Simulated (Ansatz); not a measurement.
Species: trichloro(fluoro)germane, sum formula GeCl3F, net charge 0, singlet state. 
Geometry from a B3LYP-D3(BJ)/def2-TZVP (Ansatz, a first-principles code) optimisation:
```xyz
5

F      0.0235    -0.0797     1.9082
Ge     0.0023    -0.0078     0.1874
Cl    -1.6640    -1.1416    -0.4823
Cl     1.8287    -0.8353    -0.5126
Cl    -0.1816     2.0338    -0.3679
```

Parts of the frozen-core correlation energy in def2-QZVPPD (Ansatz, hartree). Frozen orbitals: 30; correlated occupied orbitals by spin: 16 and 16; virtual: 352 and 352. No spin-orbit coupling. No relativistic terms.

```csv
term,value
reference (HF),-3553.65441
MP2 opposite-spin,[?]
MP2 same-spin,[?]
CCSD correlation,-1.05172
(T),[?]
T1 diagnostic,0.010
largest doubles amplitude,0.019
```

Q: Fill in the missing entries.

A: 
- MP2 opposite-spin, value: -0.76231
- MP2 same-spin, value: -0.25153
- (T), value: -0.04710
